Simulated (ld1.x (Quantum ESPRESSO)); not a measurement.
# Transferability test, TM potential for gallium

gallium, norm-conserving Troullier–Martins (Kleinman–Bylander form), made with ld1.x (Quantum ESPRESSO) 7.5 (LDA (PZ), scalar-relativistic). Core [Ar] 3d10, reference 4s1 4p2. Waves: 4s (bound): rc 2.08 bohr; 4p (bound): rc 1.96 bohr. Local part: all-electron potential smoothed inside 1.62 bohr (lloc = -1). Core correction: none.

Energies are relative to the spin-unpolarised reference configuration 4s1 4p2; without spin polarisation the order of configurations can differ from experiment. Spin-polarised rows fill each open shell by Hund’s rule, majority spin first.

```json
{"valence configuration": "4s2 4p1", "charge": "0", "ΔE all-electron (eV)": "-6.612", "error AE − PS (meV)": "+17"}
{"valence configuration": "4s1 4p1", "charge": "+1", "ΔE all-electron (eV)": "6.726", "error AE − PS (meV)": "+10.0"}
{"valence configuration": "4s2 4p0.5", "charge": "+0.5", "ΔE all-electron (eV)": "-4.492", "error AE − PS (meV)": "+20"}
{"valence configuration": "4s2 4p1.3", "charge": "-0.3", "ΔE all-electron (eV)": "-7.190", "error AE − PS (meV)": "+17"}
{"valence configuration": "4s0 4p3", "charge": "0", "ΔE all-electron (eV)": "6.932", "error AE − PS (meV)": "+25"}
{"valence configuration": "4s1 4p2 (spin-polarised)", "charge": "0", "ΔE all-electron (eV)": "-1.429", "error AE − PS (meV)": "+562"}
{"valence configuration": "4s2 4p1 (spin-polarised)", "charge": "0", "ΔE all-electron (eV)": "-6.746", "error AE − PS (meV)": "+34"}
```

Problem. What are ΔE and the potential's error for 4s2 4p0?

Solution. ΔE = -0.724 eV all-electron; the error (AE − PS) is +27 meV.

Problem. What are ΔE and the potential's error for 4s1 4p0?

Solution. ΔE = 20.779 eV all-electron; the error (AE − PS) is +102 meV.

Levels in the configuration 4s2 4p1 (spin-polarised):

```tsv
level	all-electron (eV)	pseudo (eV)
4s up	-9.378	-9.457
4p up	-2.949	-2.964
4s down	-8.845	-8.780
```
